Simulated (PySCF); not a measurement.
Electronic absorption of C2H9FSSi2

Species: C2H9FSSi2.
Structure used (GFN2-xTB), in Å, numbered top down from 1:
```xyz
15
C2H9FSSi2 angstrom
F      0.3237   -2.0916   -0.1743
C     -0.2861   -0.9276   -0.6459
C      0.7824    0.0892   -1.0179
Si     2.0469    0.4723    0.3580
Si    -1.5600   -0.3812    0.6732
S     -2.3203    1.4879   -0.0670
H     -0.8208   -1.2481   -1.5524
H      1.3240   -0.2831   -1.8914
H      0.2757    1.0039   -1.3298
H      3.0965    1.2933   -0.2480
H      1.3862    1.2271    1.4280
H      2.6047   -0.7709    0.8838
H     -2.6609   -1.3384    0.7241
H     -0.9465   -0.1778    1.9787
H     -3.2500    1.6529    0.8591
```

Theory: TDDFT wB97X-D/def2-SVPD, vertical, gas phase, core orbitals frozen in the response in PySCF 2.14.0, density-fitted response routines.

**Question.** List the vertical singlet excitations with oscillator strengths and describe the spectrum.

**Answer.** 

| state | E (eV) | λ (nm) | f | main configurations (H = HOMO, L = LUMO) |
| --- | --- | --- | --- | --- |
| S1 | 6.29 | 197.1 | 0.017 | H→L (60%), H→L+1 (23%) |
| S2 | 6.36 | 195.0 | 0.017 | H→L+1 (36%), H→L (36%), H→L+2 (10%) |
| S3 | 7.23 | 171.5 | 0.0044 | H→L+2 (44%), H→L+4 (25%), H→L+1 (11%) |
| S4 | 7.40 | 167.6 | 0.0047 | H-1→L (64%), H-1→L+1 (14%) |
| S5 | 7.87 | 157.5 | 0.028 | H→L+6 (31%), H→L+2 (18%), H→L+4 (17%) |
| S6 | 7.90 | 157.0 | 0.013 | H-1→L+1 (61%), H-1→L+2 (15%), H-1→L (9%) |
| S7 | 7.98 | 155.4 | 0.012 | H→L+5 (36%), H→L+6 (17%), H→L+4 (17%) |
| S8 | 8.05 | 154.1 | 0.022 | H→L+8 (34%), H→L+3 (23%), H→L+7 (12%) |

Triplets, Tamm–Dancoff:

| state | E (eV) | λ (nm) | main configurations (H = HOMO, L = LUMO) |
| --- | --- | --- | --- |
| T1 | 5.92 | 209.3 | H→L (45%), H→L+1 (25%) |
| T2 | 6.05 | 204.8 | H→L (45%), H→L+1 (28%), H→L+2 (10%) |
| T3 | 6.95 | 178.4 | H-1→L (56%), H-1→L+1 (13%) |

The lowest singlet lies at 6.29 eV (197 nm, vacuum ultraviolet) and is weak; its leading configuration is HOMO→LUMO (60%). The strongest level in the table is S5 at 7.87 eV (158 nm, f = 0.028). Löwdin shares by element: HOMO sulfur 75%, silicon 11% or more, hydrogen 6% or more; LUMO sulfur 39%, silicon 20% or more, hydrogen 15% or more (atoms not listed hold the other 25%). The oscillator strengths of these states sum to 0.117; summed over the whole spectrum of an exact calculation they would give the number of electrons, 74 (Thomas–Reiche–Kuhn). Orbital energies (eV): HOMO-3 -11.23, HOMO-2 -11.13, HOMO-1 -10.29, HOMO -9.43, LUMO 1.43, LUMO+1 1.76, LUMO+2 2.17. Of the 8 states listed, 6 reach f = 0.01 and none stays under 0.0005. Singlets were solved by full linear response, triplets in the Tamm–Dancoff approximation.

One conformer stands for the species.
